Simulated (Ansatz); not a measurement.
InP nanocrystals, H-capped: binding per atom (eV) at several levels, gas phase, relaxed structures; Ansatz. Core potentials for In in the def2 sets, no spin–orbit coupling. Binding counts from free atoms in the multiplicity of their measured ground term, without zero-point energy. The structures are stationary points that may keep the symmetry of their start.

```
                         species    state         geometry  PBE-D4/def2-SVP  PBE-D4/def2-TZVP  r2SCAN-D4/def2-TZVP  PBE0-D4/def2-SVP  PBE0-D4/def2-TZVP
In13P13H30, cut from zinc blende  singlet  PBE-D4/def2-SVP             2.58              2.60                 2.60              2.58               2.59
   In13P13H32, cut from wurtzite  singlet  PBE-D4/def2-SVP             2.56              2.58                 2.58              2.56               2.58
   In14P14H34, cut from wurtzite  singlet  PBE-D4/def2-SVP             2.57              2.58                 2.59              2.57               2.58
```
